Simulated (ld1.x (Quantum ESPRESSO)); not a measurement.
# Transferability test, TM potential for bismuth (Bi)

```json
{
 "Element": "bismuth",
 "Generator": "ld1.x (Quantum ESPRESSO) 7.5",
 "Type": "norm-conserving Troullier–Martins (Kleinman–Bylander form)",
 "Functional": "PBEsol",
 "Relativity": "fully relativistic",
 "Frozen core": "[Xe]",
 "Valence charge": "29",
 "Reference configuration": "4f14 5d10 6s2 6p3",
 "Partial waves": "6p (bound): rc 2.15 bohr; 5d (bound): rc 1.50 bohr; 4f (bound): rc 0.75 bohr; 6s (bound): rc 1.90 bohr",
 "Local potential": "the s channel",
 "Core correction": "none"
}
```

Open shells are filled in proportion to 2j + 1 (rel_dist='average').

Energies are relative to the spin-unpolarised reference configuration 4f14 5d10 6s2 6p3; without spin polarisation the order of configurations can differ from experiment. The frozen-core shift is the all-electron ΔE with the core orbitals held at their reference shape minus the fully relaxed ΔE.

Task: Give the all-electron excitation energy and the error of the potential for: 4f14 5d10 6s2 6p2; 4f14 5d10 6s2 6p1; 4f14 5d10 6s2 6p0; 4f14 5d10 6s2 6p3.3; 4f14 5d10 6s1 6p4; 4f14 5d10 6s0 6p5; 4f14 5d10 6s2 6p2.5.

Result:

```json
{"valence configuration": "4f14 5d10 6s2 6p2", "charge": "+1", "ΔE all-electron (eV)": "8.096", "error AE − PS (meV)": "+1.0", "frozen-core shift (meV)": "0.0"}
{"valence configuration": "4f14 5d10 6s2 6p1", "charge": "+2", "ΔE all-electron (eV)": "23.565", "error AE − PS (meV)": "+1.9", "frozen-core shift (meV)": "+0.6"}
{"valence configuration": "4f14 5d10 6s2 6p0", "charge": "+3", "ΔE all-electron (eV)": "47.143", "error AE − PS (meV)": "-4.5", "frozen-core shift (meV)": "+3.2"}
{"valence configuration": "4f14 5d10 6s2 6p3.3", "charge": "-0.3", "ΔE all-electron (eV)": "-1.143", "error AE − PS (meV)": "+0.1", "frozen-core shift (meV)": "-0.1"}
{"valence configuration": "4f14 5d10 6s1 6p4", "charge": "0", "ΔE all-electron (eV)": "9.889", "error AE − PS (meV)": "-1.5", "frozen-core shift (meV)": "+0.7"}
{"valence configuration": "4f14 5d10 6s0 6p5", "charge": "0", "ΔE all-electron (eV)": "20.102", "error AE − PS (meV)": "-5.6", "frozen-core shift (meV)": "+3.2"}
{"valence configuration": "4f14 5d10 6s2 6p2.5", "charge": "+0.5", "ΔE all-electron (eV)": "3.184", "error AE − PS (meV)": "+0.3", "frozen-core shift (meV)": "-0.1"}
```

Levels in the configuration 4f14 5d10 6s2 6p3.3:

```json
{"level": "4f j=5/2", "all-electron (eV)": "-152.946", "pseudo (eV)": "-152.968"}
{"level": "4f j=7/2", "all-electron (eV)": "-147.456", "pseudo (eV)": "-147.483"}
{"level": "5d j=3/2", "all-electron (eV)": "-26.600", "pseudo (eV)": "-26.608"}
{"level": "5d j=5/2", "all-electron (eV)": "-23.598", "pseudo (eV)": "-23.606"}
{"level": "6s j=1/2", "all-electron (eV)": "-12.421", "pseudo (eV)": "-12.422"}
{"level": "6p j=1/2", "all-electron (eV)": "-4.127", "pseudo (eV)": "-4.128"}
{"level": "6p j=3/2", "all-electron (eV)": "-2.296", "pseudo (eV)": "-2.296"}
```

ld1.x printed “convergence not achieved” for 6 of the counted tests; their residual had stalled under 1e-8, short of the target of 1e-14. A variational frozen-core shift is positive and of second order in the change. This column holds negative values, so the frozen-core run of ld1.x carries numerical noise or an error of first order here, and the column gives no more than the rough size of the effect.

A Bessel basis up to 400 Ry misses an occupied level by 1.19 Ry, so cutoffs and ghosts were not judged.
